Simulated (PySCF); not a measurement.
Isomers of C5H14Si2.

All values: PBE0/pcSseg-1 (PySCF) at GFN2-xTB geometries, gas phase, one conformer each.

Question: Rank by the highest IAO charge on any atom, highest value first.
A. `[SiH3:1][SiH2:2][CH:3]1[CH2:4][CH2:5][CH2:6][CH2:7]1` with Si1–Si2–C3–C4 178°, Si2–C3–C4–C5 -166°, C3–C4–C5–C6 32°, C4–C5–C6–C7 -9°, C5–C6–C7–C3 -18°
B. `[CH2:1]=[CH:2][SiH2:3][Si@@H:4]([CH3:5])[CH2:6][CH3:7]` with C1–C2–Si3–Si4 -110°, C2–Si3–Si4–C5 89°, Si3–Si4–C6–C7 -56°
C. `[CH2:1]=[CH:2][SiH2:3][C@@H:4]([CH3:5])[SiH2:6][CH3:7]` with C1–C2–Si3–C4 -171°, C2–Si3–C4–C5 171°, Si3–C4–Si6–C7 -65°
D. `[CH3:1][CH:2]([CH3:3])/[CH:4]=[CH:5]/[SiH2:6][SiH3:7]` with C1–C2–C4–C5 120°, C4–C5–Si6–Si7 112°
E. `[CH3:1][CH:2]([CH3:3])[SiH:4]1[CH2:5][SiH2:6][CH2:7]1` with C1–C2–Si4–C5 -172°, C2–Si4–C5–Si6 110°, Si4–C5–Si6–C7 6°, C5–Si6–C7–Si4 -6°, C2–Si4–C7–Si6 -110°
F. `[CH3:1][CH2:2][Si:3]1([CH3:4])[CH2:5][SiH2:6][CH2:7]1` with C1–C2–Si3–C4 179°

Answer: F (+1.058 e), E (+0.896 e), C (+0.756 e), B (+0.617 e), D (+0.465 e), A (+0.443 e).

Question: Rank by HOMO energy, highest first.
A. `[CH3:1][CH:2]([CH3:3])[SiH2:4]/[CH:5]=[CH:6]/[SiH3:7]` with C1–C2–Si4–C5 -58°, C2–Si4–C5–C6 121°
B. `[CH2:1]=[CH:2][SiH2:3][C@@H:4]([CH3:5])[SiH2:6][CH3:7]` with C1–C2–Si3–C4 -171°, C2–Si3–C4–C5 171°, Si3–C4–Si6–C7 -65°
C. `[CH2:1]=[CH:2][CH2:3][SiH2:4][CH2:5][SiH2:6][CH3:7]` with C1–C2–C3–Si4 101°, C2–C3–Si4–C5 55°, C3–Si4–C5–Si6 57°, Si4–C5–Si6–C7 173°
D. `[CH2:1]=[C:2]([CH3:3])[SiH2:4][CH2:5][CH2:6][SiH3:7]` with C1–C2–Si4–C5 -9°, C2–Si4–C5–C6 -69°, Si4–C5–C6–Si7 177°
E. `[SiH3:1][SiH2:2][CH:3]1[CH2:4][CH2:5][CH2:6][CH2:7]1` with Si1–Si2–C3–C4 178°, Si2–C3–C4–C5 -166°, C3–C4–C5–C6 32°, C4–C5–C6–C7 -9°, C5–C6–C7–C3 -18°
F. `[CH3:1][CH:2]([CH3:3])/[CH:4]=[CH:5]/[SiH2:6][SiH3:7]` with C1–C2–C4–C5 120°, C4–C5–Si6–Si7 112°

Answer: C (-7.05 eV), F (-7.39 eV), D (-7.55 eV), A (-7.69 eV), B (-7.83 eV), E (-8.04 eV).

Question: Rank by the lowest IAO charge on any atom, highest value first.
A. `[CH3:1][CH:2]([CH3:3])[SiH2:4]/[CH:5]=[CH:6]/[SiH3:7]` with C1–C2–Si4–C5 -58°, C2–Si4–C5–C6 121°
B. `[SiH3:1][SiH2:2][CH:3]1[CH2:4][CH2:5][CH2:6][CH2:7]1` with Si1–Si2–C3–C4 178°, Si2–C3–C4–C5 -166°, C3–C4–C5–C6 32°, C4–C5–C6–C7 -9°, C5–C6–C7–C3 -18°
C. `[CH2:1]=[CH:2][SiH2:3][Si@@H:4]([CH3:5])[CH2:6][CH3:7]` with C1–C2–Si3–Si4 -110°, C2–Si3–Si4–C5 89°, Si3–Si4–C6–C7 -56°
D. `[CH3:1][CH2:2][Si:3]1([CH3:4])[CH2:5][SiH2:6][CH2:7]1` with C1–C2–Si3–C4 179°
E. `[CH2:1]=[C:2]([CH3:3])[SiH2:4][CH2:5][CH2:6][SiH3:7]` with C1–C2–Si4–C5 -9°, C2–Si4–C5–C6 -69°, Si4–C5–C6–Si7 177°
F. `[CH3:1][CH:2]([CH3:3])/[CH:4]=[CH:5]/[SiH2:6][SiH3:7]` with C1–C2–C4–C5 120°, C4–C5–Si6–Si7 112°

Answer: B (-0.360 e), A (-0.412 e), F (-0.438 e), E (-0.526 e), C (-0.702 e), D (-0.843 e).

All values together:

```
                   SMILES  μ (D)  HOMO (eV)  LUMO (eV)  lowest IAO charge (e)  highest IAO charge (e)  lowest Hirshfeld charge (e)  highest Hirshfeld charge (e)
     CC(C)[SiH]1C[SiH2]C1   0.57      -7.51       0.25             -0.838 (C)             +0.896 (Si)                   -0.261 (C)                   +0.367 (Si)
    C=C[SiH2][Si@@H](C)CC   0.57      -7.42      -0.29             -0.702 (C)             +0.617 (Si)                   -0.212 (C)                   +0.283 (Si)
   CC(C)[SiH2]/C=C/[SiH3]   0.61      -7.69      -0.70             -0.412 (C)             +0.744 (Si)                   -0.129 (C)                   +0.336 (Si)
   CC(C)/C=C/[SiH2][SiH3]   1.27      -7.39      -0.27             -0.438 (C)             +0.465 (Si)                   -0.151 (C)                   +0.242 (Si)
      [SiH3][SiH2]C1CCCC1   0.94      -8.04       0.10             -0.360 (C)             +0.443 (Si)                   -0.110 (C)                   +0.243 (Si)
      CC[Si]1(C)C[SiH2]C1   0.87      -7.44       0.56             -0.843 (C)             +1.058 (Si)                   -0.264 (C)                   +0.406 (Si)
       C=CC[SiH2]C[SiH2]C   0.86      -7.05       0.27             -0.828 (C)             +0.773 (Si)                   -0.248 (C)                   +0.346 (Si)
C=C[SiH2][C@@H](C)[SiH2]C   0.12      -7.83      -0.41             -0.716 (C)             +0.756 (Si)                   -0.213 (C)                   +0.339 (Si)
     C=C(C)[SiH2]CC[SiH3]   0.62      -7.55      -0.07             -0.526 (C)             +0.744 (Si)                   -0.155 (C)                   +0.334 (Si)
```

Conformers: `[CH3:1][CH:2]([CH3:3])[SiH:4]1[CH2:5][SiH2:6][CH2:7]1` with C1–C2–Si4–C5 -172°, C2–Si4–C5–Si6 110°, Si4–C5–Si6–C7 6°, C5–Si6–C7–Si4 -6°, C2–Si4–C7–Si6 -110°; `[CH2:1]=[CH:2][SiH2:3][Si@@H:4]([CH3:5])[CH2:6][CH3:7]` with C1–C2–Si3–Si4 -110°, C2–Si3–Si4–C5 89°, Si3–Si4–C6–C7 -56°; `[CH3:1][CH:2]([CH3:3])[SiH2:4]/[CH:5]=[CH:6]/[SiH3:7]` with C1–C2–Si4–C5 -58°, C2–Si4–C5–C6 121°; `[CH3:1][CH:2]([CH3:3])/[CH:4]=[CH:5]/[SiH2:6][SiH3:7]` with C1–C2–C4–C5 120°, C4–C5–Si6–Si7 112°; `[SiH3:1][SiH2:2][CH:3]1[CH2:4][CH2:5][CH2:6][CH2:7]1` with Si1–Si2–C3–C4 178°, Si2–C3–C4–C5 -166°, C3–C4–C5–C6 32°, C4–C5–C6–C7 -9°, C5–C6–C7–C3 -18°; `[CH3:1][CH2:2][Si:3]1([CH3:4])[CH2:5][SiH2:6][CH2:7]1` with C1–C2–Si3–C4 179°; `[CH2:1]=[CH:2][CH2:3][SiH2:4][CH2:5][SiH2:6][CH3:7]` with C1–C2–C3–Si4 101°, C2–C3–Si4–C5 55°, C3–Si4–C5–Si6 57°, Si4–C5–Si6–C7 173°; `[CH2:1]=[CH:2][SiH2:3][C@@H:4]([CH3:5])[SiH2:6][CH3:7]` with C1–C2–Si3–C4 -171°, C2–Si3–C4–C5 171°, Si3–C4–Si6–C7 -65°; `[CH2:1]=[C:2]([CH3:3])[SiH2:4][CH2:5][CH2:6][SiH3:7]` with C1–C2–Si4–C5 -9°, C2–Si4–C5–C6 -69°, Si4–C5–C6–Si7 177°.
